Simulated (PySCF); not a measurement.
B(F)(OH)(OEt) (C2H6BFO2), SMILES O(CC)B(F)O.

Geometry: PBE0-D3(BJ)/def2-SVP. The values are those of a single conformer.

Two levels are set side by side: PBE/def2-TZVP (PySCF) and CAM-B3LYP/def2-TZVP (PySCF). Same geometry, gas phase. Differences are taken from unrounded values.

```json
[
 {"quantity": "orbital gap (eV)", "CAM-B3LYP": "11.59"},
 {"quantity": "highest occupied level (eV)", "CAM-B3LYP": "-10.22"},
 {"quantity": "lowest empty level (eV)", "CAM-B3LYP": "1.38"},
 {"quantity": "dipole moment (D)", "CAM-B3LYP": "1.83"},
 {"quantity": "mean polarisability (bohr³)", "CAM-B3LYP": "44.9"}
]
```

Question: What does PBE give, and how far is it from CAM-B3LYP? (An estimate is asked for; the answer gives what the named calculation found.)

Answer: 
```
quantity                       PBE  PBE minus CAM-B3LYP
---------------------------  -----  -------------------
orbital gap (eV)              7.01                -4.58
highest occupied level (eV)  -7.17                 3.05
lowest empty level (eV)      -0.16                -1.53
dipole moment (D)             1.73                -0.11
mean polarisability (bohr³)   47.3                  2.5
```

Without exact exchange PBE keeps part of each electron's self-repulsion, which lifts occupied levels and narrows the gap. Loosely held outer electrons make PBE densities more polarisable. Differences between two approximate levels are no errors against the true value.

Rough cost on one machine, each run with all the roots and properties that it gave: CAM-B3LYP against PBE within a factor of 2.
